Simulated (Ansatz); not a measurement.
Consider the redistribution: `O[SiH2][SiH](O)F` + `C[O][Ge]([OH])([F])[Cl]` → `CO[SiH2][SiH](O)F` + `[OH][Ge]([OH])([F])[Cl]`.

Calculated with Ansatz (gas phase, PBE0-D4/def2-TZVP geometries, no zero-point term in ΔE). CCSD(T)/CBS adds triple-zeta CCSD(T) − MP2 to the extrapolated MP2 energy (def2 sets, frozen cores). For Ge outer-core shells are correlated without core-valence functions, which leaves a few kJ/mol of doubt a bond. Scalar relativity is left out up to krypton. One conformer a species, not always the lowest.

```csv
species,HF/CBS(def2) energy (Eh)
`O[SiH2][SiH](O)F`,-830.28077
`C[O][Ge]([OH])([F])[Cl]`,-2824.59076
`CO[SiH2][SiH](O)F`,-869.31627
`[OH][Ge]([OH])([F])[Cl]`,-2785.55723
```

Task: Work out ΔE.

Result: ΔE = (-869.31627) + (-2785.55723) − (-830.28077) − (-2824.59076) = -0.00197 Eh = -5.2 kJ/mol. CCSD(T)/CBS gives +2.3 kJ/mol.

Largest T1 diagnostic among the species: 0.012.

In def2-TZVPP, CCSD(T) changes the Hartree–Fock value by +6.5 kJ/mol (the triples alone add +1.3 kJ/mol) and MP2 by +6.6 kJ/mol.
